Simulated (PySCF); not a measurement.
**How methods differ on the ionisation energy of Se**

Se [Ar] 3d10 4s2 4p4 [4p1/2^2 4p3/2^2, M_J = 2] → Se⁺ [Ar] 3d10 4s2 4p3 [4p1/2^2 4p3/2^1, M_J = 3/2], as a difference of total energies. All numbers are calculated (PySCF 2.14, the two-component X2C-1e Hamiltonian, in x2c-TZVPPall-2c with one added diffuse shell each of s, p, d type (7s8p5d1f, 63 functions)). Correlated levels: [Ar] frozen; the 6 highest virtual spinors dropped. "Screened" scales the spin-orbit matrix elements by Boettger's factors to mimic the two-electron term; Breit and QED terms are absent.

Question: Order these methods by the ionisation energy they give, lowest first.
A. GCCSD(T) (screened spin-orbit)
B. GCCSD (screened spin-orbit)
C. GHF (screened spin-orbit)
D. GMP2 (screened spin-orbit)

Answer: C (8.542 eV), D (9.407 eV), B (9.479 eV), A (9.518 eV).

Errors of the correlated levels include the incompleteness of this basis and the frozen core.

The labels give the starting determinants; with spin-orbit coupling the two ends relaxed to ⟨J²⟩ = 6.02, ⟨L²⟩ = 2.08, ⟨S²⟩ = 1.98 and ⟨J²⟩ = 3.75, ⟨L²⟩ = 0.01, ⟨S²⟩ = 3.74.

For comparison: 9.752 eV (measured; NIST Atomic Spectra Database, ionization energies).
